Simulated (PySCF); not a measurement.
Vertical excitations of a molecule C3H4ClFSi from PySCF with TDA-PBE/def2-SVPD, as energy in eV (oscillator strength): 5.33 (0.003), 5.87 (0.001), 6.05 (0.006), 6.13 (0.000), 6.20 (0.124), 6.52 (0.001), 6.72 (0.118), 6.82 (0.003), 7.03 (0.005), 7.12 (0.004). Lowest triplet (TDA): 4.14 eV. The structure is a stationary point at ωB97X-D3(BJ)/def2-SVP. One conformer was computed; it need not be the lowest.

**Question.** Identify the compound among the candidates.
A) C#CC[Si@@H](F)Cl
B) F[C@@H]1C=C[Si@H]1Cl
C) FC1=C(Cl)C[SiH2]1
D) C=C=C(Cl)[SiH2]F

**Answer.** C, FC1=C(Cl)C[SiH2]1
